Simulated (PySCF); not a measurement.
# Radial density of Sn (tin, neutral)

TPSS, [Kr] 4d10 5s2 5p2, high-spin 3P determinant. Calculation: PySCF 2.14, in cc-pVDZ-PP with ECP28MDF (4s3p2d, 23 functions); a scalar-relativistic core potential. This is the valence pseudo-density: the core potential removes the inner electrons and smooths the orbitals near the nucleus.

| r (bohr) | 4πr²ρ (e/bohr) | 4πr²(ρα − ρβ) |
| --- | --- | --- |
| 0.00821 | 2.247e-05 | 0.0000 |
| 0.0138 | 6.001e-05 | 0.0000 |
| 0.0232 | 0.0001454 | 0.0000 |
| 0.0391 | 0.0002870 | 0.0000 |
| 0.0657 | 0.0005804 | 0.0000 |
| 0.111 | 0.003930 | 0.0000 |
| 0.186 | 0.05203 | 0.0002 |
| 0.313 | 0.9295 | 0.0049 |
| 0.526 | 11.33 | 0.0700 |
| 0.885 | 21.87 | 0.0233 |
| 1.49 | 6.513 | 0.2014 |
| 2.50 | 2.004 | 0.7841 |
| 4.21 | 0.4468 | 0.3293 |
| 7.08 | 0.01891 | 0.0178 |

Energies and moments cover only the electrons outside the core potential.
